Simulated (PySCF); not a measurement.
C3H10BN. Atoms are numbered in the order given.

```xyz
15

B      0.7890    -0.7540     0.0000
H      2.0069    -0.6432     0.0000
C      0.0877    -2.1765     0.0000
H      0.8220    -3.0052     0.0000
H     -0.5665    -2.3168    -0.8887
H     -0.5665    -2.3168     0.8887
N      0.0684     0.4583     0.0000
C     -1.3820     0.5466     0.0000
C      0.7184     1.7586     0.0000
H     -1.7520     1.0963     0.8954
H     -1.7520     1.0963    -0.8954
H     -1.8365    -0.4602     0.0000
H      0.4304     2.3548    -0.8960
H      0.4304     2.3548     0.8960
H      1.8158     1.6296     0.0000
```
Charge 0, spin multiplicity 1.

Geometry: PBE-D3(BJ)/def2-SVP. The geometry has at least one imaginary mode, so it is a saddle point at that level. The values are those of a single conformer.

Computed with PBE-D3(BJ)/def2-SVP run with PySCF.

No scaling factor is applied to the harmonic values.

Computed harmonic wavenumbers and intensities:
```
mode  ν (cm⁻¹)  IR (km/mol)  moving atoms (share of kinetic energy)
----  --------  -----------  --------------------------------------
1          72i          0.3                                  H 97 %
2          152          1.1                  H 75 %, C 11 %, N 10 %
3          193          0.6                          H 81 %, C 12 %
4          245          1.0                          H 74 %, B 20 %
5          249          0.2                          C 55 %, H 34 %
6          346          3.6                          N 49 %, H 40 %
7          396          1.2                          C 48 %, H 39 %
8          468          1.1          C 39 %, H 34 %, B 14 %, N 13 %
9          638          0.0                           H 88 %, C 9 %
10         744          1.4                  H 47 %, C 42 %, B 11 %
11         898          7.1                  H 48 %, C 33 %, B 15 %
12         924         16.3                  H 56 %, B 31 %, C 11 %
13         956          4.2                  H 44 %, B 33 %, C 22 %
14        1036          3.7                          H 70 %, C 27 %
15        1053         10.7                          H 71 %, C 19 %
16        1074          0.0                          H 79 %, C 21 %
17        1131          0.9                  H 67 %, C 20 %, N 13 %
18        1155         42.4                  H 54 %, B 22 %, C 16 %
19        1229         21.1                  N 50 %, H 27 %, C 21 %
20        1269         52.8                  H 61 %, C 25 %, N 10 %
21        1370          1.5                          H 86 %, C 14 %
22        1381          0.8                                  H 92 %
23        1393         44.9                          H 70 %, C 19 %
24        1395          6.0                                  H 96 %
25        1407          7.7                                  H 97 %
26        1411         24.1                           H 83 %, B 9 %
27        1419          6.7                                  H 97 %
28        1420         15.6                                  H 96 %
29        1508        115.8                  N 38 %, H 36 %, B 25 %
30        2501        145.6                           H 91 %, B 9 %
31        2925         45.0                                  H 97 %
32        2932         90.4                                  H 97 %
33        2958          4.4                                  H 96 %
34        2983         65.6                           H 91 %, C 9 %
35        2990          2.2                          H 90 %, C 10 %
36        3028          9.6                           H 91 %, C 9 %
37        3071         16.0                           H 91 %, C 9 %
38        3091          7.5                           H 91 %, C 9 %
39        3095          8.4                           H 91 %, C 9 %
```
